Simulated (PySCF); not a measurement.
# Tl⁺ (thallium, charge +1) across methods

[Xe] 4f14 5d9 6s2 6p1, one real determinant (an excited configuration). Calculation: PySCF 2.14, in ANO-RCC-VTZP (8s7p5d3f2g, 93 functions); scalar relativity by spin-free X2C-1e.

| method | E (hartree) | mean ε 6s α (eV) | mean ε 6s β (eV) | mean ε 6p α (eV) | Σ⟨r²⟩ (bohr²) | ⟨S²⟩ |
| --- | --- | --- | --- | --- | --- | --- |
| PBE | -20248.10 | -19.050 | -18.148 | -10.382 | 58.14 | 2.001 |
| r2SCAN | -20248.05 | -19.409 | -18.284 | -10.655 | 57.88 | 2.003 |
| LDA | -20235.73 | -19.359 | -18.568 | -10.482 | 57.97 | 2.001 |
| PBE0 | -20247.80 | -20.246 | -19.010 | -11.348 | 58.01 | 2.002 |
| UHF | -20242.04381 | -22.899 | -20.490 | -13.638 | 58.58 | 2.007 |

⟨L²⟩ = 8.00 against 12 for a pure F term, so this real determinant mixes terms. Spin-orbit coupling, absent here, splits the open shell strongly.
